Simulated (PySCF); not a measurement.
# Vertical excitation energies

Species: C₃H₆AsN.
InChI=1S/C3H6AsN/c1-3(4)2-5/h3H,4H2,1H3/t3-/m0/s1

Theory: TDDFT B3LYP/def2-SVPD, vertical, gas phase, core orbitals frozen in the response (PySCF). Geometry: PBE0-D3(BJ)/def2-SVP, one conformer, isolated molecule. The B3LYP/def2-SVPD calculation is non-relativistic and has no spin–orbit coupling, an omission that weighs most on arsenic. Torsions of this conformer, `[CH3:1][C@H:2]([AsH2:3])[C:4]#[N:5]`: H–As3–C2–C1 43°, H–As3–C2–C1 -49°.

```csv
state,λ (nm),E (eV),f,"main configurations (H = HOMO, L = LUMO)"
S1,200.8,6.17,0.058,H→L (95%)
S2,190.2,6.52,0.083,H→L+1 (96%)
S3,181.7,6.82,0.028,H→L+2 (82%)
S4,174.9,7.09,0.039,"H→L+3 (40%), H-1→L (36%), H→L+2 (10%)"
S5,171.8,7.22,0.037,"H-1→L (43%), H→L+3 (39%)"
S6,168.7,7.35,0.0001,"H-2→L (54%), H-2→L+1 (25%)"
```

The lowest singlet comes at 201 nm (596 kJ/mol) in the ultraviolet; it is of moderate strength; its leading configuration is HOMO→LUMO (95%). The most intense listed level is S2 at 6.52 eV (190 nm, f = 0.083), 0.35 eV above S1. Löwdin shares by element: HOMO arsenic 61%, hydrogen 14% or more, carbon 12% or more; LUMO arsenic 44%, carbon 23% or more, hydrogen 8% or more (atoms not listed hold the other 25%). Of the 6 states listed, 5 reach f = 0.01 and 1 stays under 0.0005. Weighted by f, the mean energy of these states is 6.67 eV. Orbital energies (eV): HOMO-3 -9.95, HOMO-2 -9.23, HOMO-1 -8.80, HOMO -7.73, LUMO -0.75, LUMO+1 -0.28, LUMO+2 -0.04. The window holds the lowest 6 singlets.
